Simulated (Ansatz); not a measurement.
```yaml
atoms:
  - { symbol: C, position_ang: [-0.0054, -0.0155, -1.2220] }
  - { symbol: C, position_ang: [0.0196, 0.0424, 0.2962] }
  - { symbol: N, position_ang: [0.0197, -0.0454, 1.4422] }
  - { symbol: H, position_ang: [-0.0057, -1.0570, -1.5982] }
  - { symbol: H, position_ang: [-0.8824, 0.4746, -1.5293] }
  - { symbol: H, position_ang: [0.8824, 0.4850, -1.5936] }
```

Basis set: 6-31G* (spherical functions). Left uncorrelated: 3 orbitals. Charge 0, multiplicity 1.

Computed with Ansatz (development build ahead of 0.2.0); each method stands on the lowest determinant of its kind that the runs found. Restricted open shells among the atoms or ions are ROHF, correlated in semicanonical orbitals with singles.

The atomization energy at this shape (free ground-state atoms in the same class of orbitals less the molecule, no zero-point energy) of singlet C₂H₃N:

```
method  atomization energy
   RHF            18.82 eV
```

**Question.** What does RHF-MP2 give?

**Answer.** 24.87 eV.
